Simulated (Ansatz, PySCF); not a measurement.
Molecule: InH$_{3}$, net charge 0, singlet state. SMILES: [InH3]
Coordinates optimised at B3LYP-D3(BJ)/def2-TZVP (Ansatz, a program for electronic structure):
```xyz
4

In     0.0000     0.0000     0.0000
H      0.7249    -0.4887     1.4935
H     -0.3815     1.6659    -0.2723
H     -0.3434    -1.1771    -1.2211
```

Quantity: atomisation energy (electronic, to ground-state atoms), in kcal/mol. Correlated levels leave the core frozen unless marked. Open shells are spin-unrestricted. No spin-orbit coupling. Frozen are the shells of the preceding noble gas and the d and f shells that filled before the atom's block. Past Kr the def2 sets carry scalar-relativistic core potentials. The coupled-cluster limit lacks core correlation, which all-electron functionals hold. Basis-set limits of correlation are two-point, X^-3; Hartree-Fock from the larger set.

| level | program | atomisation energy (kcal/mol) |
|---|---|---|
| TPSS-D3(BJ)/def2-TZVPD | PySCF + dftd3 | 180.6 |
| M06-L-D4/def2-TZVPD | PySCF + dftd4 | 170.4 |
| PBE0/def2-SVP | Ansatz | ___ |
| TPSSh-D4/def2-TZVPD | PySCF + dftd4 | 181.2 |
| r2SCAN0-D4/def2-TZVPD | Ansatz + dftd4 | ___ |
| wB97X-V/def2-TZVPD | Ansatz | 178.3 |
| B2PLYP/def2-TZVPD | Ansatz | ___ |
| RPA@PBE/def2-TZVPP | Ansatz | 165.2 |
| CCSD/def2-SVPD | Ansatz | ___ |
| CCSD/def2-TZVPP | Ansatz | 170.7 |
| CCSDT(Q)/def2-SVP | Ansatz | 160.9 |
| CCSD(T)/CBS(def2-TZVPPD,def2-QZVPPD) | Ansatz | 174.5 |

Question: What belongs in the gaps?

Answer: 
- PBE0/def2-SVP, atomisation energy (kcal/mol): 166.0
- r2SCAN0-D4/def2-TZVPD, atomisation energy (kcal/mol): 173.4
- B2PLYP/def2-TZVPD, atomisation energy (kcal/mol): 168.7
- CCSD/def2-SVPD, atomisation energy (kcal/mol): 163.3
